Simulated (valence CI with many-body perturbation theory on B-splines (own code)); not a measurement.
## Level structure of Er XXXVII

Computed by valence CI with perturbative core correlation (CI+MBPT): four valence electrons over a frozen Dirac-Fock core [Ar] 3d10, radial functions for each j: 11 s, 11 p, 10 d, 8 f, 5 g, 2 h, with the one-electron correlation potential Σ1, the two-electron term Σ2, the three-electron term Σ3, Breit, model QED; selected CI, second order for the rest, scaled by the run's own slope (own B-spline code, finite nucleus).

The last digits are not significant, and no measured levels were compared; by estimate large intervals hold to a few tenths of a per cent, small ones and those within an open d or f shell to about a per cent. Among the levels kept, up to 390 cm⁻¹ of a level comes from second order outside the variational space, and about a tenth of that is noise between levels of different J, which matters for small intervals.

Levels 46 to 90 of 188, with energies above the lowest level, (4s^2 4p1/2^2) J=0. "Leading %" is the weight of the configuration and term that name the level; weights of strongly mixed levels are sums over their largest components and can fall short, so below about 35 % the name and the second component can differ from the true leading terms, or belong to a minority configuration. In the jj column 3d3/2^4 stands for four electrons in 3d with j = 3/2.

```csv
No.,Configuration,Term,J,E (Ry),Leading %,g,Second component,Leading jj
46,4s 4p2 4d,3P,2,25.096,24,1.253,24 % 4s 4p2 4d 5D,4s 4p1/2 4p3/2 4d5/2 (63 %)
47,4s 4p2 4d,5P,1,25.157,32,1.746,21 % 4s 4p2 4d 3P,4s 4p1/2 4p3/2 4d5/2 (47 %)
48,4s 4p2 4d,3D,1,25.255,30,0.901,23 % 4p4 3P,4s 4p1/2 4p3/2 4d3/2 (66 %)
49,4s 4p2 4d,3F,3,25.503,31,1.250,30 % 4s 4p2 4d 5D,4s 4p1/2 4p3/2 4d5/2 (77 %)
50,4s 4p2 4d,3P,2,25.603,19,1.308,15 % 4s 4p2 4d 1D,4s 4p1/2 4p3/2 4d5/2 (69 %)
51,4s 4p2 4d,3F,2,25.754,22,0.930,18 % 4s2 4p 4f 3F,4s 4p1/2 4p3/2 4d3/2 (51 %)
52,4s 4p2 4d,3D,3,25.842,27,1.293,14 % 4s 4p2 4d 3F,4s 4p1/2 4p3/2 4d5/2 (71 %)
53,4s 4p2 4d,3D,1,25.846,56,0.900,15 % 4s 4p2 4d 3P,4s 4p1/2 4p3/2 4d3/2 (82 %)
54,4s 4p2 4d,3F,4,25.850,21,1.185,16 % 4s 4p2 4d 3G,4s 4p1/2 4p3/2 4d5/2 (62 %)
55,4s 4p2 4d,3D,3,26.078,45,1.194,34 % 4s 4p2 4d 3F,4s 4p1/2 4p3/2 4d5/2 (74 %)
56,4s 4p2 4d,1G,4,26.104,49,1.096,27 % 4s 4p2 4d 3F,4s 4p1/2 4p3/2 4d5/2 (84 %)
57,4s 4p2 4d,3P,0,26.173,86,,6 % 4s2 4d2 3P,4s 4p1/2 4p3/2 4d3/2 (75 %)
58,4s2 4p 4f,3G,3,26.439,33,0.963,22 % 4s 4p2 4d 1F,4s^2 4p1/2 4f5/2 (47 %)
59,4s 4p2 4d,3D,1,26.440,66,0.709,12 % 4s 4p2 4d 1P,4s 4p1/2 4p3/2 4d5/2 (90 %)
60,4s 4p2 4d,3P,2,26.821,16,1.118,15 % 4s 4p2 4d 3F,4s 4p1/2 4p3/2 4d5/2 (50 %)
61,4s 4p2 4d,3P,1,26.845,39,1.412,29 % 4s 4p2 4d 3S,4s 4p1/2 4p3/2 4d5/2 (92 %)
62,4s 4p2 4d,3D,2,26.927,44,1.160,17 % 4s 4p2 4d 1D,4s 4p1/2 4p3/2 4d5/2 (78 %)
63,4s 4p2 4d,3P,0,26.936,42,,40 % 4s 4p2 4d 1S,4s 4p1/2 4p3/2 4d5/2 (71 %)
64,4s2 4p 4f,3G,3,27.032,24,0.943,22 % 4s 4p2 4d 3G,4s 4p1/2 4p3/2 4d5/2 (40 %)
65,4s2 4p 4f,3G,4,27.134,25,1.097,23 % 4s2 4p 4f 1G,4s^2 4p1/2 4f7/2 (63 %)
66,4p4,1D,2,27.189,30,1.004,15 % 4s 4p2 4d 3F,4p1/2 4p3/2^3 (35 %)
67,4p4,3P,1,27.408,40,1.255,33 % 4s 4p2 4d 1P,4p1/2 4p3/2^3 (40 %)
68,4s2 4p 4f,3D,3,27.439,25,1.174,15 % 4s 4p2 4d 3F,4s^2 4p1/2 4f7/2 (43 %)
69,4s2 4p 4f,3F,2,27.511,13,0.999,12 % 4s 4p2 4d 3P,4s 4p1/2 4p3/2 4d5/2 (48 %)
70,4s 4p2 4d,3D,2,28.878,27,1.380,24 % 4s 4p2 4d 5P,4s 4p3/2^2 4d3/2 (83 %)
71,4s 4p2 4d,5P,1,28.900,31,1.701,25 % 4s 4p2 4d 3P,4s 4p3/2^2 4d3/2 (82 %)
72,4s 4p2 4d,3F,3,28.908,26,1.304,22 % 4s 4p2 4d 3D,4s 4p3/2^2 4d3/2 (72 %)
73,4s 4p2 4d,3F,4,28.962,36,1.330,30 % 4s 4p2 4d 5D,4s 4p3/2^2 4d5/2 (57 %)
74,4s 4p2 4d,5F,5,29.262,48,1.294,44 % 4s 4p2 4d 3G,4s 4p3/2^2 4d5/2 (90 %)
75,4s 4p2 4d,3P,0,29.312,39,,21 % 4s 4p2 4d 1S,4s 4p3/2^2 4d5/2 (63 %)
76,4s 4p2 4d,3F,4,29.343,48,1.183,12 % 4s 4p2 4d 3G,4s 4p3/2^2 4d3/2 (48 %)
77,4s2 4d2,3F,2,29.364,47,0.881,18 % 4s2 4d2 1D,4s^2 4d3/2^2 (69 %)
78,4s 4p2 4d,3P,0,29.613,30,,27 % 4s2 4d2 3P,4s^2 4d3/2^2 (40 %)
79,4s 4p2 4d,1F,3,29.788,20,0.991,16 % 4s2 4p 4f 1F,4s^2 4p3/2 4f5/2 (41 %)
80,4s 4p2 4d,3D,1,29.998,51,0.601,18 % 4s2 4p 4f 3D,4s 4p3/2^2 4d3/2 (74 %)
81,4s2 4d2,1G,4,30.003,30,1.106,26 % 4s2 4p 4f 3G,4s^2 4d3/2 4d5/2 (37 %)
82,4s 4p2 4d,3D,2,30.091,24,1.013,18 % 4s2 4p 4f 3D,4s 4p3/2^2 4d3/2 (43 %)
83,4s 4p2 4d,3D,1,30.198,33,0.938,17 % 4s 4p2 4d 3P,4s 4p3/2^2 4d3/2 (55 %)
84,4s2 4d2,3P,2,30.261,20,1.146,15 % 4s2 4d2 3F,4s^2 4d3/2 4d5/2 (33 %)
85,4s2 4d2,3F,3,30.288,61,1.163,17 % 4s 4p2 4d 3D,4s^2 4d3/2 4d5/2 (61 %)
86,4s 4p2 4d,3D,3,30.391,24,1.225,14 % 4s2 4p 4f 3D,4s 4p3/2^2 4d5/2 (62 %)
87,4s2 4d2,1D,2,30.441,28,1.159,15 % 4s 4p2 4d 3D,4s 4p3/2^2 4d5/2 (38 %)
88,4s 4p2 4d,3P,1,30.443,28,1.559,27 % 4s 4p2 4d 3S,4s 4p3/2^2 4d5/2 (76 %)
89,4s 4p2 4d,3P,0,30.544,37,,29 % 4s2 4d2 3P,4s^2 4d3/2^2 (42 %)
90,4s 4p2 4d,3D,3,30.837,20,1.201,17 % 4s2 4p 4f 3D,4s 4p3/2^2 4d5/2 (48 %)
```

Where two levels of one J and parity lie close, their mixing, g and order are uncertain.
